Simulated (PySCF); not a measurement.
**Bond curve of KF**

Set-up: basis K x2c-TZVPall, F x2c-TZVPall; spin-free X2C with a Gaussian nucleus; PySCF 2.14. Energies in eV from K + F in their ground configurations at the same level. State: ¹Σ⁺ (singlet), closed shell.

All columns are PBE0. A positive dipole means K(−)F(+).

| R (Å) | E (eV) | μ (D) | Mulliken charge on K (basis-dependent) | HOMO (eV) | LUMO (eV) | Mayer bond order | ⟨S²⟩ |
| --- | --- | --- | --- | --- | --- | --- | --- |
| 1.887 | -4.120 | -6.80 | 0.70 | -6.64 | -0.78 | 0.50 | 0.00 |
| 1.975 | -4.461 | -7.35 | 0.72 | -6.58 | -0.87 | 0.49 | 0.00 |
| 2.062 | -4.646 | -7.86 | 0.73 | -6.49 | -0.95 | 0.48 | 0.00 |
| 2.128 | -4.709 | -8.22 | 0.74 | -6.40 | -1.01 | 0.47 | 0.00 |
| 2.194 | -4.726 | -8.56 | 0.75 | -6.27 | -1.07 | 0.46 | 0.00 |
| 2.260 | -4.706 | -8.90 | 0.76 | -6.11 | -1.13 | 0.46 | 0.00 |
| 2.348 | -4.638 | -9.34 | 0.77 | -5.92 | -1.20 | 0.45 | 0.00 |
| 2.457 | -4.508 | -9.87 | 0.77 | -5.70 | -1.29 | 0.43 | 0.00 |
| 2.589 | -4.315 | -10.49 | 0.78 | -5.45 | -1.40 | 0.42 | 0.00 |
| 2.764 | -4.029 | -11.31 | 0.79 | -5.16 | -1.53 | 0.41 | 0.00 |

A fit through these points gives, at Re = 2.187 Å, μ = -8.53 D and dμ/dR = -5.21 D/Å; the reduced mass is 12.77 u.

Task: How strong is the fundamental in the double-harmonic approximation, I = 42.26·(dμ/dR)²/μred km/mol?

Result: I = 42.26·(-5.21)²/12.77 = 89.8 km/mol at PBE0.
